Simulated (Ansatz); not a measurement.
System: H6Si2O, charge 0, singlet. H6Si2O (SMILES [SiH3]O[SiH3]).
B3LYP-D3(BJ)/def2-TZVP minimum from Ansatz (a quantum-chemistry and plane-wave program):
```
O
Si 1 1.6366
Si 1 1.6366 2 149.58
H 3 1.4780 1 108.36 2 179.39
H 2 1.4780 1 108.36 3 -179.65
H 3 1.4817 4 109.63 1 -120.18
H 2 1.4817 5 109.63 1 120.18
H 2 1.4817 5 109.64 7 119.64
H 3 1.4817 4 109.63 6 -119.64
```

Total energies in cc-pV(D+d)Z, 20 correlated electrons, 11 frozen orbitals. Open shells are spin-unrestricted; no spin-orbit coupling. Cores are frozen in correlated methods. No relativity.

```tsv
method	program	energy (Eh)	minus CCSDT(Q) (mEh)
HF	Ansatz	-656.30908	446.67
MP2	Ansatz	-656.69760	58.14
CCSD	Ansatz	-656.74516	10.59
CCSD(T)	Ansatz	-656.75402	1.72
CCSDT(Q)	Ansatz	-656.75575	0.00
```

Rough core times of Ansatz's runs on a shared machine: CCSD(T) under 20 s, CCSDT(Q) 20 min.
